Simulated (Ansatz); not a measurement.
Cartesian coordinates in Å:
```
S -0.1617 -1.8425 -0.6175
C 0.1452 -0.4167 0.3926
Si -0.4576 1.2309 -0.1914
S 1.5575 0.7299 -0.0431
H 0.9195 -2.5607 -0.2627
H 0.1192 -0.6147 1.4599
H -1.0806 1.3049 -1.5289
H -1.0415 2.1689 0.7910
```

The species carries charge 0 and has multiplicity 1.

**Question.** List the PBE0/def2-TZVPP orbital energies in eV (the Gaussian-basis code of Ansatz). (Estimate.)

**Answer.** The calculation gave: Occupied: -2422.62, -2422.41, -1803.46, -280.04, -217.93, -217.73, -161.79, -161.70, -161.56, -161.55, -161.49, -161.37, -145.77, -100.46, -100.42, -100.39, -23.09, -20.47, -16.61, -14.84, -13.02, -11.75, -10.85, -10.29, -9.34, -8.10, -7.34, -6.98. Lowest empty: -0.65, -0.29, 0.77, 0.88, 1.14, 1.47, 2.25, 2.67.
